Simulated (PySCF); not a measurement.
Cartesian coordinates (Å):
```xyz
5

Zn     0.0622     0.0582    -0.0631
N      0.5887    -1.6961    -0.1449
H      1.6015    -1.8090     0.0049
H      0.3984    -2.1202    -1.0640
Br    -0.7338     2.1395     0.2269
```
Charge 0, spin multiplicity 1.

Question: Give the dipole moment, HOMO, total energy, charge on the central atom (meta-Löwdin) and LUMO at the level PBE-D3(BJ)/def2-TZVP // PBE-D3(BJ)/def2-SVP in PySCF 2.14.0.

Answer: 
```json
{
  "dipole_moment": "2.22 D",
  "HOMO": "-6.15 eV",
  "total_energy": "-4408.8812 Ha",
  "charge on the central atom (meta-Löwdin)": "1.10 e",
  "LUMO": "-1.96 eV"
}
```
